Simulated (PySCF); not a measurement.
## How methods differ on the ionisation energy of Ge⁺

Ge⁺ [Ar] 3d10 4s2 4p1 (2P) → Ge²⁺ [Ar] 3d10 4s2 (1S), as a difference of total energies. All numbers are calculated (PySCF 2.14, the spin-free X2C one-electron Hamiltonian (Gaussian nucleus), in x2c-SVPall (5s4p3d, 32 functions)). Correlated levels: valence: [Ar] 3d10 frozen. The calculations carry no spin-orbit coupling.

Q: Order these methods by the ionisation energy they give, lowest first.
A. CCSD (valence)
B. PBE
C. MN15
D. UHF

A: D (15.235 eV), A (15.466 eV), B (15.822 eV), C (15.873 eV).

Errors of the correlated levels include the incompleteness of this basis and the frozen core.

For comparison: 15.789 eV (measured; NIST levels, between the centres of gravity of the two terms).
